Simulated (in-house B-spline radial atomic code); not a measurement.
# BP86 excitations of the hafnium ion Hf⁴⁺

Method: BP86. Computed with an all-electron radial atomic-structure program (B-spline basis): linear response of the closed shell [Xe] 4f14 with the functional's adiabatic kernel; scalar-relativistic (spin-free one-electron X2C), finite nucleus, no spin-orbit coupling, no double excitations, S, P, D and F terms only; shells from n = 3 respond. Only terms of natural parity with L up to 3 were computed.

Spin-orbit coupling is strong here, so these LS terms don't match observed levels.

Command:
```bash
python run_td.py task.json out
```
Settings (radii: box in bohr, nucleus in fm):
```
Z                        72
electrons                68
configuration            [Xe] 4f14
hamiltonian              x2c
method                   b88,p86
box_radius               19.1
rms_radius               5.347
intervals                71
```

Cost of the run: 7.2 s on 1 thread of Arm Neoverse N1, with other jobs on the host.

The lowest states, in the order of their Tamm-Dancoff energies; the method's threshold (minus the highest occupied level) is 57.99 eV. Labels give the largest channel, * marks a mixed state, and oscillator strengths are full-response dipole values. Semilocal kernels can invert the small singlet-triplet splittings of Rydberg terms. Energies in eV:

| state | full response | Tamm-Dancoff | oscillator strength |
| --- | --- | --- | --- |
| 4f → 5d 3P | 18.676 | 18.713 | - |
| 4f → 5d 3F | ? | ? | - |
| 4f → 5d 1F | 19.561 | 19.573 | - |
| 4f → 5d 1P | 21.000 | 21.313 | 0.185 |
| 4f → 6s 3F | 23.243 | 23.247 | - |
| 4f → 6s 1F | 23.382 | 23.385 | - |
| 4f → 6p 3D | 31.04 | 31.05 | - |
| 4f → 6p 1D | ? | ? | - |
| 5p → 5d 3P | 35.55 | 35.62 | - |
| 5p → 5d 3F | 35.89 | 35.95 | - |

Question: Where does 4f → 5d 3F lie?

Answer: At 18.975 eV in full response, 18.994 eV in Tamm-Dancoff.

Question: Where does 4f → 6p 1D lie?

Answer: At 31.30 eV in full response, 31.31 eV in Tamm-Dancoff.

Question: How large is the singlet-triplet splitting of 4f → 5d (F terms) in Tamm-Dancoff?

Answer: 0.579 eV, from the unrounded values.

Question: What polarisabilities and dispersion coefficient does the method give?

Answer: Dipole 3.265 bohr³, quadrupole 5.21 bohr⁵, C6 14.9 hartree·bohr⁶ for two such species.
